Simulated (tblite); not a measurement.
Species: C4H8F2O2Si.
SMILES with atom numbers: `[CH2:1]=[C:2]([CH2:3][O:4][SiH3:5])[O:6][CH:7]([F:8])[F:9]` (hydrogens: H10, H11 on C1; H12, H13 on C3; H14, H15, H16 on Si5; H17 on C7)

Computed with GFN2-xTB (tblite), gas phase: L-BFGS steps from a force-field or distance-geometry start until the largest atomic force falls under 0.01 eV/Å.

Step 40: E = -870.8147 eV
```
atom  x, y, z in Å  |  force x, y, z in eV/Å
C1     -1.1735   -1.2123    1.3068   -0.002   0.026   0.000
C2     -0.6450   -0.5801    0.2708   -0.009  -0.012   0.041
C3      0.7806   -0.7526   -0.1886    0.021   0.007   0.000
O4      1.5137    0.3351    0.2783    0.014  -0.039   0.044
Si5     2.9789    0.8920   -0.1336   -0.039   0.048  -0.046
O6     -1.2589    0.3779   -0.5163   -0.031  -0.027   0.042
C7     -2.5620    0.6623   -0.3207   -0.030  -0.009  -0.017
F8     -3.0384    1.2118   -1.4483   -0.002  -0.008  -0.007
F9     -2.7462    1.5911    0.6486    0.014  -0.049   0.037
H10    -0.5910   -1.9510    1.8270   -0.013   0.062  -0.014
H11    -2.1607   -1.0306    1.6961    0.042   0.005  -0.059
H12     1.1898   -1.6868    0.2111    0.022  -0.002   0.013
H13     0.8045   -0.7923   -1.2832    0.003   0.022  -0.025
H14     3.0464    1.2086   -1.5641    0.005  -0.023   0.016
H15     3.0258    2.0546    0.7335    0.000   0.007   0.009
H16     4.0149   -0.0995    0.1632    0.037  -0.045  -0.006
H17    -3.1858   -0.2162   -0.0654   -0.031   0.037  -0.027
```

Step 41: E = -870.8156 eV
```
atom  x, y, z in Å  |  force x, y, z in eV/Å
C1     -1.1718   -1.2097    1.3089    0.018   0.022  -0.013
C2     -0.6449   -0.5815    0.2703    0.001  -0.001   0.017
C3      0.7804   -0.7523   -0.1903    0.030  -0.004   0.009
O4      1.5130    0.3317    0.2851    0.018  -0.016   0.036
Si5     2.9756    0.8916   -0.1313   -0.014   0.036  -0.055
O6     -1.2599    0.3748   -0.5165   -0.010   0.002   0.018
C7     -2.5623    0.6611   -0.3217   -0.021  -0.007  -0.023
F8     -3.0327    1.2183   -1.4477   -0.021  -0.022  -0.014
F9     -2.7480    1.5859    0.6505    0.018  -0.047   0.055
H10    -0.5879   -1.9461    1.8286   -0.001   0.033   0.010
H11    -2.1571   -1.0258    1.6985    0.003   0.009  -0.042
H12     1.1904   -1.6872    0.2048    0.021  -0.032   0.026
H13     0.8087   -0.7881   -1.2851   -0.015   0.036  -0.019
H14     3.0382    1.2025   -1.5644    0.006  -0.021   0.036
H15     3.0239    2.0567    0.7335    0.000  -0.007   0.000
H16     4.0132   -0.1014    0.1631    0.021  -0.021  -0.009
H17    -3.1858   -0.2186   -0.0711   -0.052   0.040  -0.033
```

Step 42: E = -870.8164 eV
```
atom  x, y, z in Å  |  force x, y, z in eV/Å
C1     -1.1700   -1.2071    1.3108    0.021   0.016  -0.014
C2     -0.6445   -0.5828    0.2698    0.015   0.012  -0.007
C3      0.7807   -0.7529   -0.1921    0.031  -0.012   0.016
O4      1.5127    0.3280    0.2915    0.023  -0.003   0.022
Si5     2.9725    0.8919   -0.1303    0.015   0.006  -0.029
O6     -1.2604    0.3730   -0.5159    0.008   0.018  -0.010
C7     -2.5626    0.6601   -0.3229   -0.008  -0.006  -0.015
F8     -3.0278    1.2232   -1.4480   -0.032  -0.023  -0.009
F9     -2.7492    1.5806    0.6534    0.013  -0.043   0.053
H10    -0.5859   -1.9424    1.8301    0.011   0.011   0.029
H11    -2.1534   -1.0201    1.7013   -0.021   0.011  -0.032
H12     1.1910   -1.6890    0.1994    0.015  -0.039   0.024
H13     0.8123   -0.7837   -1.2875   -0.027   0.041   0.003
H14     3.0308    1.1969   -1.5641    0.005  -0.013   0.029
H15     3.0214    2.0584    0.7335    0.000  -0.017  -0.009
H16     4.0125   -0.1022    0.1633   -0.003   0.010  -0.016
H17    -3.1869   -0.2200   -0.0770   -0.065   0.034  -0.035
```

Step 43: E = -870.8172 eV
```
atom  x, y, z in Å  |  force x, y, z in eV/Å
C1     -1.1679   -1.2049    1.3118    0.022   0.007  -0.010
C2     -0.6441   -0.5835    0.2690    0.031   0.022  -0.027
C3      0.7816   -0.7522   -0.1930    0.024  -0.016   0.019
O4      1.5122    0.3265    0.2974    0.025   0.008   0.012
Si5     2.9699    0.8922   -0.1297    0.041  -0.027   0.008
O6     -1.2617    0.3708   -0.5165    0.022   0.024  -0.037
C7     -2.5636    0.6589   -0.3243    0.006  -0.005   0.000
F8     -3.0249    1.2272   -1.4482   -0.039  -0.016  -0.001
F9     -2.7491    1.5746    0.6571    0.005  -0.035   0.041
H10    -0.5829   -1.9374    1.8327    0.020  -0.008   0.041
H11    -2.1508   -1.0174    1.7014   -0.045   0.015  -0.019
H12     1.1923   -1.6893    0.1964    0.007  -0.039   0.016
H13     0.8158   -0.7783   -1.2889   -0.033   0.039   0.023
H14     3.0246    1.1912   -1.5634    0.005  -0.001   0.004
H15     3.0215    2.0591    0.7334    0.000  -0.020  -0.013
H16     4.0098   -0.1051    0.1627   -0.018   0.034  -0.021
H17    -3.1898   -0.2203   -0.0827   -0.073   0.019  -0.035
```

**Question.** Estimate the geometry and energy of step 44. (The exact step hangs on the optimiser's Hessian estimate; all steps are aligned on step 43, rigid shifts and turns removed.)

**Answer.** E = -870.8183 eV, largest force 0.098 eV/Å
```
atom  x, y, z in Å  |  force x, y, z in eV/Å
C1     -1.1650   -1.2020    1.3126    0.012  -0.002   0.000
C2     -0.6431   -0.5838    0.2675    0.042   0.027  -0.037
C3      0.7834   -0.7511   -0.1931    0.013  -0.014   0.022
O4      1.5121    0.3253    0.3053    0.028   0.013  -0.003
Si5     2.9675    0.8921   -0.1289    0.060  -0.057   0.053
O6     -1.2633    0.3681   -0.5188    0.028   0.019  -0.057
C7     -2.5650    0.6573   -0.3262    0.018  -0.005   0.016
F8     -3.0226    1.2325   -1.4478   -0.041  -0.002   0.013
F9     -2.7488    1.5657    0.6628    0.000  -0.029   0.016
H10    -0.5778   -1.9293    1.8376    0.021  -0.020   0.043
H11    -2.1489   -1.0155    1.6991   -0.054   0.017  -0.007
H12     1.1948   -1.6899    0.1936   -0.008  -0.025   0.001
H13     0.8193   -0.7708   -1.2896   -0.031   0.032   0.045
H14     3.0171    1.1838   -1.5621    0.005   0.015  -0.031
H15     3.0224    2.0597    0.7329    0.002  -0.022  -0.017
H16     4.0059   -0.1095    0.1608   -0.025   0.054  -0.022
H17    -3.1949   -0.2204   -0.0905   -0.069   0.000  -0.035
```

The energy changes by -0.0011 eV. The first-order estimate −F·Δx gives -0.0015 eV and the mean of the old and new forces, exact on a quadratic surface, -0.0011 eV. The step makes an angle of 73° with the force vector and moves no atom by more than 0.011 Å.

What follows is the cost of the whole relaxation. Hardware: one thread, Arm Neoverse N1 (aarch64), no GPU, on a shared host. Cost: 2.8 s wall.
